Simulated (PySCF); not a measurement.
## Basis-set dependence of the excitation energy of Au

Au [Xe] 4f14 5d10 6s1 (2S) → Au [Xe] 4f14 5d10 6d1 (2D). Calculated with PySCF 2.14 from differences of total energies of unrestricted determinants, without spin-orbit coupling. Values in eV.

```tsv
basis	Hamiltonian	functions	UHF	LDA	PBE0	MP2 (valence)	CCSD(T) (valence)
aug-cc-pVDZ-PP with ECP60MDF	ECP	54	7.405	8.905	8.252	8.722	8.562
aug-cc-pwCVDZ-PP with ECP60MDF	ECP	70	7.403	8.909	8.252	8.731	8.561
aug-cc-pVTZ-PP with ECP60MDF	ECP	88	6.911	8.529	7.855	8.310	8.157
```

Estimate the row for aug-cc-pVTZ-PP with one added diffuse shell each of s, p, d, f, g type with ECP60MDF (ECP, 113 functions).

From the rows with the same Hamiltonian and similar size; the calculation gives UHF 6.26; LDA 8.10; PBE0 7.41; MP2 (valence) 7.71 (eV).

Frozen outside the core potential: valence: 5s2 5p6.

At UHF, aug-cc-pVTZ-PP with one added diffuse shell each of s, p, d, f, g type with ECP60MDF lies more than 0.3 eV from the median of the rows with comparable relativity.
